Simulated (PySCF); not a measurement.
**C₆ coefficients of unlike pairs at M06-L**

Calculated with PySCF 2.14 from the dipole response of each species, C₆(A,B) = (3/π) ∫ α_A(iu) α_B(iu) du, in atomic units, from isotropic polarisabilities. For ions this is the dispersion term alone; charge-induced terms of lower order in 1/R come first.

| species | configuration | basis | relativity | α (bohr³) | C₆ (like pair) |
| --- | --- | --- | --- | --- | --- |
| O | [He] 2s2 2p4 (3P) | aug-cc-pwCVDZ (5s4p2d) | none | 4.544 | 13.53 |
| Cl(2+) | [Ne] 3s2 3p3 (4S) | aug-cc-pV(Q+d)Z with one added diffuse shell each of s, p, d, f, g type (8s7p6d4f3g) | none | 5.723 | 20.62 |
| F+ | [He] 2s2 2p4 (3P) | dyall-av2z (11s7p2d) | none | 1.753 | 3.278 |

(1) Estimate C₆ for Cl(2+) with O.

No spin-orbit coupling is included.

The other pairs:

```csv
pair,C₆
"F+, O",6.509
"F+, Cl(2+)",7.911
```

Answers

(1) The integral gives 16.66. The combination rule 2 C_A C_B / (C_A α_B/α_A + C_B α_A/α_B) gives 16.70 and the geometric mean 16.70.
